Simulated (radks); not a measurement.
Removal energies from the zinc ion Zn10+, [Ar] 3d2, by Delta-SCF beside the eigenvalue of the level emptied. All-electron calculation, scalar-relativistic Kohn-Sham, PBEsol, spin-polarised, spherical densities, finite nucleus; Fermi nuclear charge, rms radius of each element as measured or else 0.836 A^(1/3) + 0.57 fm. Program: a radial shooting solver on a logarithmic mesh with Libxc functionals. Open shells are filled with parallel spins first.

removed from       final configuration  Delta-SCF (eV)  -eigenvalue (eV)
3d                            [Ar] 3d1          273.36            255.71
3p                    [Ne] 3s2 3p5 3d2          343.25            326.79
3s                    [Ne] 3s1 3p6 3d2          390.85            374.36
2p            [He] 2s2 2p5 3s2 3p6 3d2          1330.8            1285.7
